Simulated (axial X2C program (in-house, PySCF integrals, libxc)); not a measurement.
## Low determinants of I

Calculated with an in-house all-electron X2C program for linear molecules (integrals from PySCF), basis dyall-cv3z (cores contracted in-house), spin-free (one-electron X2C) and two-component (2c, atomic mean-field Coulomb and Gaunt terms). Energies in eV from the lowest row of each column (rows without correlated energies are left out; n/a marks j-coupled starts, which PBE0 does not hold); electrons by l are Mulliken totals of the Hartree–Fock solution, and PBE0 can relax to another configuration under the same block occupation. Coupled cluster uses truncated natural virtuals with an MP2 remainder. Frozen shells in the correlated columns: 4 s, 3 p, 2 d.

Spin-free determinants:

```json
{"electrons by l": "s10 p23 d20", "M_S, M_L": "1/2, 0", "HF": "0.00", "MP2": "0.00", "CCSD(T)": "0.00", "PBE0": "0.00"}
{"electrons by l": "s10 p23 d20", "M_S, M_L": "1/2, 1", "HF": "0.12", "MP2": "0.01", "CCSD(T)": "0.00", "PBE0": "0.04"}
```

Two-component determinants:

| electrons by l | 2M_J | HF | MP2 | CCSD(T) | PBE0 |
| --- | --- | --- | --- | --- | --- |
| s10 p23 d20 | 3 | 0.13 | 0.00 | 0.00 | 0.00 |
| s10 p23 d20 | 1 | 0.00 | 0.01 | 0.00 | 0.03 |

Ground level as tabulated from the NIST Atomic Spectra Database (leading term): 2S+1 = 2, L = 1, J = 3/2.

Spin-free rows of one term, and 2c rows of one J level, should be degenerate; broken spherical symmetry, the missing current term of PBE0 and determinants that mix terms or J levels spread them. The search is wide but not exhaustive and can miss a configuration; gaps between s and d configurations can be off by some tenths of an eV with this basis and core.

The run took 26 s on 1 thread of Intel(R) Xeon(R) Processor @ 2.30GHz, with other jobs on the host.
